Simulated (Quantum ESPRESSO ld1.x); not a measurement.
All-electron atom: Tl15+ in [Kr] 4d10 4f14 5s2 5p4. Method: scalar-relativistic Kohn-Sham, LDA (Slater exchange, VWN5 correlation), spin-polarised, spherical densities, point nucleus; open shells are filled with parallel spins first; computed with ld1.x of Quantum ESPRESSO 7.5.

Unscreened Slater integrals over Kohn-Sham orbitals (hartree). They are taken over the spin-up orbitals.

F0(5p,5p): 0.99415
F2(5p,5p): 0.54161
F0(5p,4f): 1.2089
F2(5p,4f): 0.39833
G2(5p,4f): 0.14119
G4(5p,4f): 0.12521
F0(5p,5s): 1.0373
G1(5p,5s): 0.70219
F0(5p,4d): 1.2182
F2(5p,4d): 0.38925
G1(5p,4d): 0.11037
G3(5p,4d): 0.11115
F0(4f,4f): 1.9972
F2(4f,4f): 1.0082
F4(4f,4f): 0.64568
F6(4f,4f): 0.46845
F0(4f,5s): 1.3016
G3(4f,5s): 0.17189
F0(4f,4d): 2.0156
F2(4f,4d): 0.99968
F4(4f,4d): 0.64668
G1(4f,4d): 1.1324
G3(4f,4d): 0.73774
G5(4f,4d): 0.52925
F0(5s,5s): 1.0895
F0(5s,4d): 1.3129
G2(5s,4d): 0.14860
F0(4d,4d): 2.0568
F2(4d,4d): 1.0477
F4(4d,4d): 0.70462

Derived for the open shells (J is the average intra-shell exchange parameter used in DFT+U). 5p: J = F2/5 = 0.1083 hartree.
